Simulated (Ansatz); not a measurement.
`CC(Br)CCBr` + H₂ → `CCC(C)Br` + HBr at 700 K and 1 bar (hydrogenolysis of a C–Br bond).

Gas-phase electronic energies from Ansatz, PBE0-D4/def2-TZVP geometries. CCSD(T)/CBS is the MP2 limit (def2-TZVPP, def2-QZVPP) plus CCSD(T) − MP2 in def2-TZVPP, frozen cores. This one scheme is used for every species. For Br outer-core shells are correlated without core-valence functions, which leaves a few kJ/mol of doubt a bond. Scalar relativity is left out up to krypton. One conformer a species, not always the lowest.

```tsv
species	CCSD(T)/CBS energy (Eh)	H − E (kJ/mol)	S (J/(mol·K))
`CC(Br)CCBr`	-5303.68454	388.8	522.1
H₂	-1.17544	46.8	155.3
`CCC(C)Br`	-2730.96533	404.6	470.8
HBr	-2573.91920	36.5	223.7
```

H − E and S are ideal-gas, rigid-rotor, harmonic terms from PBE0-D4/def2-TZVP, for one conformer and one mirror image of each species. For small species the MP2-based limit differs from directly extrapolated CCSD(T) by up to some mEh (0.8 for H₂); such offsets cancel only in part. 1 Eh = 2625.50 kJ/mol, R = 8.31446 J/(mol·K).

By hand: ΔE, ΔH, ΔS and ΔG.

ΔE = (-2730.96533) + (-2573.91920) − (-5303.68454) − (-1.17544) = -0.02455 Eh = -64.5 kJ/mol. Δ(H − E) = 404.6 + 36.5 − 388.8 − 46.8 = 5.5, so ΔH = -59.0 kJ/mol. ΔS = 470.8 + 223.7 − 522.1 − 155.3 = 17.1 J/(mol·K). ΔG = -59.0 − 700 × (17.1)/1000 = -71.0 kJ/mol.

By hand: the equilibrium constant, and the temperature at which ΔG would vanish if ΔH and ΔS stayed fixed.

log₁₀ K = −ΔG/(RT ln 10) = 5.3. ΔH and −TΔS have one sign here, so there is no such temperature.

ΔH outweighs TΔS. A doubt of 5 kJ/mol in ΔE shifts log₁₀ K by 0.4 here. Other conformers and mirror images would add mixing entropy, several J/(mol·K) or more a flexible species. Modes under 60 cm⁻¹, often nearly free rotors, make the harmonic entropy too high. These are equilibria of isolated gas molecules and say nothing of rates. Largest T1 diagnostic: 0.008 (customary marks: 0.02 for closed shells, 0.045 for open ones).
